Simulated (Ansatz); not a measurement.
The pair A = boric acid (SMILES OB(O)O) (first 7 atoms), B = NH3 (SMILES N); geometry from B3LYP-D3(BJ)/def2-TZVP.
(charge 0, multiplicity 1):
```xyz
11

O     -0.00238    -0.57182    -1.19767
B     -0.15521    -0.19618     0.11024
O     -1.36115     0.38326     0.47840
O      0.87794    -0.41176     0.96647
H     -0.78684    -0.37711    -1.71828
H     -1.39826     0.62139     1.40848
H      0.69824    -0.11936     1.88130
N      0.40225     0.43593     3.69128
H      0.30297     1.42922     3.87081
H     -0.31101    -0.04699     4.22676
H      1.30129     0.15267     4.06765
```

Correlated levels freeze the cores. MP2 and its Hartree–Fock in aug-cc-pVTZ are density fitted.

Codes used: Ansatz (Gaussian orbitals). Values without a source in brackets are computed.

The counterpoise-corrected interaction energy is E(AB) − E(A in the pair's basis) − E(B in the pair's basis). Total energies (hartree):

```json
[
 {"level": "HF/aug-cc-pVDZ", "AB": "-307.4451897", "A in the pair's basis": "-251.2280256", "B in the pair's basis": "-56.2059891"},
 {"level": "MP2/aug-cc-pVDZ", "AB": "-308.3319198", "A in the pair's basis": "-251.9112658", "B in the pair's basis": "-56.4064766"},
 {"level": "HF/aug-cc-pVTZ", "AB": "-307.5275533", "A in the pair's basis": "-251.2961334", "B in the pair's basis": "-56.2202391"},
 {"level": "MP2/aug-cc-pVTZ", "AB": "-308.6079608", "A in the pair's basis": "-252.1319463", "B in the pair's basis": "-56.4609510"},
 {"level": "CCSD(T)/aug-cc-pVDZ", "AB": "-308.3872818", "A in the pair's basis": "-251.9463946", "B in the pair's basis": "-56.4270002"}
]
```

Question: Work out the counterpoise-corrected interaction energy at the basis-set limit: extrapolate the MP2 correlation part as X⁻³, take Hartree–Fock from the larger set, and add the CCSD(T) − MP2 difference of aug-cc-pVDZ.

Answer: 
1. Differences (1 hartree = 627.509 kcal/mol): HF/aug-cc-pVDZ -7.012; MP2/aug-cc-pVDZ -8.896; HF/aug-cc-pVTZ -7.016; MP2/aug-cc-pVTZ -9.452; CCSD(T)/aug-cc-pVDZ -8.714.
2. Correlation parts, MP2 less HF: -1.884 in aug-cc-pVDZ (X = 2), -2.436 in aug-cc-pVTZ (X = 3).
3. Limit (3³·(-2.436) − 2³·(-1.884))/(3³ − 2³) = -2.669; with HF/aug-cc-pVTZ it gives -9.685.
4. CCSD(T) less MP2 in aug-cc-pVDZ: 0.182.
Result: -9.50 kcal/mol, against -8.90 at MP2/aug-cc-pVDZ. It is an estimate of this method's limit, not of the exact value.

Ansatz is a program for electronic structure.
